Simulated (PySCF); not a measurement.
# NMR problem set

In vacuum, equivalent nuclei averaged, one computed conformer, relativity neglected. GFN2-xTB geometry; PBE0/pcSseg-1 with gauge-including orbitals; PySCF 2.14.

Referencing at the same level of theory: 1H (σref 31.72), 13C (σref 186.93) against TMS. Where no couplings were computed, multiplicities follow the n + 1 count of equivalent neighbours, and m marks all less simple cases (inequivalent or close neighbours, rings, F or P nearby). Shifts are as computed. Against solution values, carbons near 30 ppm lie about +3 ppm off and those near 130 ppm about +5 ppm; carbons on Cl a further +6 ppm. Of 1211 compounds with measured shifts, 218 miss one by over three times the rms of a fit or turn the order of signals round; such compounds aren't used in these exercises. Carbons bonded to Cl come out too deshielded.

**Question.** C₇H₄Cl₂O. 1H NMR (400 MHz, computed): δ 9.00 (d, 1H), 7.83 (m, 1H), 7.76 (m, 1H), 7.64 (m, 1H). 13C{1H} NMR (computed): δ 172.2 (C), 152.0 (C), 144.4 (CH), 141.3 (CH), 138.0 (CH), 132.0 (C), 131.7 (CH). Identify the compound.

**Answer.** `O=C(Cl)c1ccccc1Cl`. The formula gives 5 degrees of unsaturation (1 ring in the answer). 7 carbon signals for 7 carbons: no two carbons are equivalent. Carbon types of the structure: 3 × C, 4 × CH, which accounts for all hydrogens. δC 172.2: carbonyl carbon. δC 144.4, 141.3, 138.0, 131.7: aromatic CH. δC 132.0: substituted aromatic carbon. δH 9.00, 7.83, 7.76, 7.64: hydrogen on an aromatic CH.

The shifts were computed for this structure.

**Question.** C₆H₉N₃. 1H NMR (400 MHz, computed): δ 6.78 (m, 1H), 6.63 (m, 1H), 5.59 (m, 1H), 4.17 (s, 3H), 2.46 (s, 3H). 13C{1H} NMR (computed): δ 148.1 (C), 147.8 (C), 131.1 (CH), 122.0 (CH2), 41.5 (CH3), 12.0 (CH3). Identify the compound.

**Answer.** `C=Cc1nn(C)nc1C`. Rings plus π bonds: 4 (1 ring in the answer). 6 carbon signals for 6 carbons: no two carbons are equivalent. Carbon types of the structure: 2 × C, 1 × CH, 1 × CH2, 2 × CH3, which accounts for all hydrogens. δC 148.1, 147.8: substituted aromatic carbon next to a ring nitrogen. δC 131.1: alkene CH; the olefinic region. δC 122.0: terminal =CH2 carbon; the olefinic region. δH 6.78: hydrogen on an alkene CH; a vinylic proton, deshielded by the sp2 carbon and the C=C anisotropy.

The shifts were computed for this structure.
